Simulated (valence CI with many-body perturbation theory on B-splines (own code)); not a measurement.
# Pb⁴⁹⁺: fill in the table

Computed by valence CI with perturbative core correlation (CI+MBPT): five valence electrons over a frozen Dirac-Fock core [Ar] 3d10, a basis of 9 s, 9 p, 8 d, 6 f, 3 g, 1 h functions for each j, with the one-electron correlation potential Σ1, the two-electron term Σ2, the three-electron term Σ3, Breit, model QED; selected CI, second order for the rest (own B-spline code, finite nucleus).

No measured spectrum was set against this ion. As an estimate, large intervals hold to a few tenths of a per cent, small ones and those within an open d or f shell to about a per cent. Among the levels kept, up to 330 cm⁻¹ of a level comes from second order outside the variational space, and about a tenth of that is noise between levels of different J, which matters for small intervals.

```tsv
Level	E (cm⁻¹)
(4s^2 4p1/2^2 4p3/2) J=3/2	0
(4s^2 4p1/2 4p3/2^2) J=3/2	?
(4s^2 4p1/2 4p3/2^2) J=5/2	1328400
(4s^2 4p1/2 4p3/2^2) J=1/2	1392900
(4s^2 4p1/2^2 4d3/2) J=3/2	1475200
(4s^2 4p1/2^2 4d5/2) J=5/2	?
(4s 4p1/2^2 4p3/2^2) J=5/2	2246300
(4s 4p1/2^2 4p3/2^2) J=1/2	2384300
(4s 4p1/2^2 4p3/2^2) J=3/2	?
(4s^2 4p3/2^3) J=3/2	2679800
(4s^2 4p1/2 4p3/2 4d3/2) J=5/2 [a]	?
(4s^2 4p1/2 4p3/2 4d3/2) J=3/2 [a]	2750700
(4s^2 4p1/2 4p3/2 4d3/2) J=1/2 [a]	2751900
(4s^2 4p1/2 4p3/2 4d3/2) J=7/2	2796800
(4s^2 4p1/2 4p3/2 4d3/2) J=5/2 [b]	2933800
(4s^2 4p1/2 4p3/2 4d3/2) J=3/2 [b]	?
(4s^2 4p1/2 4p3/2 4d3/2) J=1/2 [b]	2957800
(4s^2 4p1/2 4p3/2 4d5/2) J=7/2 [a]	?
(4s^2 4p1/2 4p3/2 4d5/2) J=3/2 [a]	3076100
(4s^2 4p1/2 4p3/2 4d5/2) J=9/2	3082800
```

Levels are named by their leading jj configuration (3d3/2^4 stands for four electrons in 3d with j = 3/2), which in mixed levels can hold well under half, so a name can repeat and another be missing. Letters in brackets count levels of one name in rising energy.

Problem. The levels stand in rising order. What does the calculation give for the missing energies?

Solution. (4s^2 4p1/2 4p3/2^2) J=3/2 1277700; (4s^2 4p1/2^2 4d5/2) J=5/2 1817200; (4s 4p1/2^2 4p3/2^2) J=3/2 2400300; (4s^2 4p1/2 4p3/2 4d3/2) J=5/2 [a] 2744800; (4s^2 4p1/2 4p3/2 4d3/2) J=3/2 [b] 2949000; (4s^2 4p1/2 4p3/2 4d5/2) J=7/2 [a] 3025400.
